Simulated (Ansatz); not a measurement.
Consider the atomization: `O[SiH2]O[Si](F)(Cl)Cl` → 2 Cl• + F• + 3 H• + 2 O• + 2 Si•.

Calculated with Ansatz (gas phase, PBE0-D4/def2-TZVP geometries, no zero-point term in ΔE). CBS: MP2 limit from def2 TZ/QZ plus the TZ coupled-cluster correction, frozen cores. This one scheme is used for every species, atoms too. DFT in def2-TZVPP. Open shells (•) are unrestricted, without spin–orbit coupling. Spin–orbit coupling would lower the free atoms: a little for Cl, F, O, Si. Each species was taken in one conformer, which may not be the lowest.

Task: What is ΔE at CCSD(T)/CBS? (Best estimate.)

Result: Computed: +3956.1 kJ/mol.

Task: What do these levels give: PBE0-D4, r2SCAN, HF/def2-TZVPP, MP2/def2-TZVPP, MP2/def2-QZVPP, SCS-MP2/def2-QZVPP? (Estimate.)

Result: Ansatz gave: PBE0-D4 3876.0, r2SCAN 3935.2, HF/def2-TZVPP 2884.3, MP2/def2-TZVPP 3968.6, MP2/def2-QZVPP 4052.7, SCS-MP2/def2-QZVPP 3992.4 kJ/mol.

Largest T1 diagnostic among the species: 0.012.

In def2-TZVPP, CCSD(T) changes the Hartree–Fock value by +934.1 kJ/mol (the triples alone add +65.0 kJ/mol) and MP2 by +1084.3 kJ/mol; breaking electron pairs costs correlation energy, which Hartree–Fock lacks. From PBE to PBE0 (25 % exact exchange), in def2-TZVPP and without D4, ΔE moves by −68.0 kJ/mol: exact exchange takes away binding that semilocal exchange gives to molecules. The D4 term adds +54.5 kJ/mol with B3LYP and +28.9 kJ/mol with PBE0; it sums over pairs of atoms, weighted by their polarisabilities, and B3LYP, whose exchange is more repulsive, gets the larger term.

B3LYP here is the variant with VWN-RPA as its local correlation; programs differ in this.

For atomizations the MP2-based limit and the directly extrapolated one differ by several kJ/mol either way, and by 10 to 25 for some Ge, Se and Sn compounds, so smaller differences from it don't rank the levels.
